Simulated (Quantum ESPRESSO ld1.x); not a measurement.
Question: These are the eigenvalues of the occupied orbitals of an atom or ion with whole-number occupations (hartree). Method: Dirac Kohn-Sham, LDA (Slater exchange, Perdew-Zunger correlation), spin-unpolarised, spherical densities, point nucleus; computed with ld1.x of Quantum ESPRESSO 7.5.

| orbital | eigenvalue |
|---|---|
| 1s1/2 | -1171.06 |
| 2s1/2 | -227.312 |
| 2p1/2 | -216.971 |
| 2p3/2 | -207.601 |
| 3s1/2 | -82.2362 |
| 3p1/2 | -78.3751 |
| 3p3/2 | -76.2061 |
| 3d3/2 | -70.2335 |
| 3d5/2 | -69.7346 |

Which element is it, and in what charge state? The configuration may be excited. Open shells, if any, are shared by 2j + 1.

Answer: Z = 51, antimony, charge +32: Sb32+ in [Ar] 3d1. The list shows which subshells hold electrons but not how many an open one holds; the 1s level, -1171.1 hartree, gives Z - s = 48.4 by -(Z - s)^2/2, which with screening and relativity narrows Z to a few neighbours, and the depths of the outer levels then fix element, charge and occupations together.
